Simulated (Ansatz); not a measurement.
Cartesian coordinates in Å:
```
B 1.511 0.668 -0.618
C 0.376 -0.173 -0.009
C 0.673 -1.399 0.451
Sn -1.631 0.554 0.122
H 2.616 0.202 -0.664
H 1.329 1.771 -1.049
H 1.692 -1.781 0.390
H -0.056 -2.072 0.900
H -2.600 -0.652 0.854
H -1.679 1.979 1.061
H -2.231 0.904 -1.438
```

Total charge 0; spin multiplicity 1. Sn: def2 effective core potential.

Question: List the PBE/def2-TZVPP orbital energies in eV (the Gaussian-basis code of Ansatz). (Estimate.)

Answer: Ansatz gave: Occupied: -269.88, -269.15, -177.04, -132.93, -88.86, -88.85, -88.84, -25.35, -25.34, -25.34, -25.23, -25.22, -19.23, -14.54, -12.89, -11.80, -10.80, -9.34, -8.22, -7.94, -7.75, -7.33, -6.76. Lowest empty: -3.28, -0.62, -0.38, -0.16, 0.37, 0.62, 1.33, 1.60.
